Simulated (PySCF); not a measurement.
ClF₂GeH. Atoms are numbered in the order given.

```xyz
5

Ge    -0.3284    -0.2931     0.0000
F     -1.0416     0.4736     1.3723
F     -1.0416     0.4736    -1.3723
Cl     1.7592     0.1553     0.0000
H     -0.6472    -1.7838     0.0000
```
Charge 0, spin multiplicity 1.

Geometry: B3LYP-D3(BJ)/def2-SVP.

Calculation: PySCF with B3LYP-D3(BJ)/def2-SVP.

Frequencies are harmonic and unscaled.

```csv
mode,ν (cm⁻¹),IR (km/mol),moving atoms (share of kinetic energy)
1,178,4.0,"F 60 %, Cl 27 %, Ge 13 %"
2,214,16.7,"F 69 %, Cl 18 %, Ge 12 %"
3,252,28.9,"F 66 %, Ge 29 %"
4,447,54.7,"Cl 66 %, Ge 32 %"
5,713,128.1,"H 81 %, F 11 %"
6,721,45.9,H 95 %
7,732,29.3,"F 74 %, H 14 %, Ge 12 %"
8,751,74.3,"F 76 %, Ge 24 %"
9,2222,48.3,H 99 %
```
